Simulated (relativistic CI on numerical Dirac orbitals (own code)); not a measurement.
## How well does a small relativistic CI reproduce Sr5+?

Computed by Dirac-Coulomb-Breit CI, separate exchange-only KLI orbitals for each configuration, QED by a radiative potential, valence Slater integrals scaled by 0.85, P86 correlation energy added to each configuration (own radial code, finite nucleus).

Configuration list (outside the closed core [Ar] 3d10): 4s2 4p3, 4s 4p4, 4s2 4p2 4d, 4p5, 4s 4p3 4d, 4s2 4p2 4f, 4s2 4p2 5s, 4s 4p3 4f, 4s2 4p2 5p, 4s2 4p2 5d, 4p4 4d, 4s2 4p2 6s, 4s 4p2 4d2, 4s 4p3 5s, 4s2 4p2 6p, 4s2 4p 4d 4f, 4s2 4p2 5f, 4s2 4p2 5g, 4s2 4p2 6d, 4s2 4p2 7s, 4s 4p3 5p, 4s2 4p2 7p, 4s2 4p2 6f, 4p4 4f, 4s 4p3 5d, 4s 4p3 6s, 4s2 4p 4d 5p, 4s 4p3 6p, 4s2 4p 4d2, 4s2 4d3, 4s 4p 4d3, 4s2 4d2 4f, 4s2 4d2 5s, 4s 4p 4d2 4f, 4p3 4d2, 4p2 4d3, 4p2 4d2 4f, 4p2 4d2 5s, 4s2 4p 4f2, 4s2 4d 4f2, 4s 4p 4d 4f2, 4s2 4f3, 4s2 4f2 5s, 4s 4p 4f3, 4p3 4f2, 4p2 4d 4f2, 4p2 4f3, 4p2 4f2 5s, 4s2 4p 4d 5s, 4s 4p 4d2 5s, 4s2 4d 4f 5s, 4s2 4d 5s2, 4s 4p 4d 4f 5s, 4s 4p2 4d 4f, 4s 4p2 5s 5p, 4s 4p 4d 5s 5p, 4p2 4d 5s 5p, 4s 4p 4f 5s 5p, 4s 4p 5s2 5p, 4p2 4f 5s 5p, 4p3 4d 5s, 4p2 4d 4f 5s, 4p2 4d 5s2. Double excitations out of closed p, d and f shells are left out; levels of such configurations are missing from the list, as are those of other unlisted configurations, and high levels can miss mixing partners. These lack a partner that the ground configuration has and come out too high: 4s2 4p2 5p, 4s2 4p2 5d, 4s2 4p2 6s, 4s2 4p2 6p, 4s2 4p2 5f.

```tsv
Configuration	Term (tabulated)	J	Measured (cm⁻¹)	Computed	Error	Purity (%)
4s2 4p3	4S°	3/2	0.0	0	0	93
4s2 4p3	2D°	3/2	20134.7	19207	-928	82
4s2 4p3	2D°	5/2	23527.0	22619	-908	97
4s2 4p3	2P°	1/2	38531.1	36665	-1866	97
4s2 4p3	2P°	3/2	43566.9	41742	-1825	79
4s 4p4	4P	5/2	153170.8	156144	2974	89
4s 4p4	4P	3/2	159597.3	162422	2825	90
4s 4p4	4P	1/2	162238.2	164977	2739	88
4s 4p4	2D	3/2	188319.4	190791	2472	78
4s 4p4	2D	5/2	189978.4	192407	2429	79
4s2 4p2 5s	4P	1/2	327320.0	337410	10090	86
4s2 4p2 5s	4P	3/2	333260.0	343447	10187	94
4s2 4p2 5s	2P	1/2	338240.0	348726	10486	88
4s2 4p2 5s	4P	5/2	338650.0	348869	10219	87
4s2 4p2 5s	2P	3/2	343870.0	354471	10601	74
4s2 4p2 5s	2D	5/2	355820.0	366692	10872	87
4s2 4p2 5s	2D	3/2	356820.0	367726	10906	76
4s2 4p2 5s	2S	1/2	378990.0	386977	7987	92
```

Measured levels from Sansonetti, J. Phys. Chem. Ref. Data 41, 013102 (2012); pairs were made by configuration, J and term (by order where the table uses no LS term), so strongly mixed levels may be paired wrongly.

Mean error by configuration (cm⁻¹): 4s2 4p3 -1382; 4s 4p4 2688; 4s2 4p2 5s 10168. Over the excited levels the mean absolute error is 5901 cm⁻¹ (17 of the 20 excited levels that our extract of the source holds in range could be paired, and the others can miss by more), and the median relative error of those above 1,000 cm⁻¹ is 3.1 %.
